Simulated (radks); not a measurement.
Coulomb parameter of the 5d shell of the tantalum ion Ta2+ in the model configuration [Xe] 4f14 5d1 6p2, as a second difference U = [E(n + 0.5) + E(n - 0.5) - 2 E(n)] / (0.5)^2 with all orbitals relaxed. "Bare": the charge of the atom changes with n. "Screened": the 6p shell takes up the change at fixed total charge, which measures U(5d,5d) + U(6p,6p) - 2 U(5d,6p). All-electron calculation, Dirac Kohn-Sham, PBE, spin-unpolarised, spherical densities, point nucleus; open shells are shared between the two j in proportion to 2j + 1. Program: a radial shooting solver on a logarithmic mesh with Libxc functionals.

| case | configuration | E - E(n) (eV) |
|---|---|---|
| start | [Xe] 4f14 5d1 6p2 | 0.000 |
| bare +0.5 | [Xe] 4f14 5d1.5 6p2 | -10.939 |
| bare -0.5 | [Xe] 4f14 5d0.5 6p2 | 13.631 |
| screened +0.5 | [Xe] 4f14 5d1.5 6p1.5 | -4.219 |
| screened -0.5 | [Xe] 4f14 5d0.5 6p2.5 | 4.644 |

U(bare) = 10.767 eV, U(screened by 6p) = 1.699 eV.
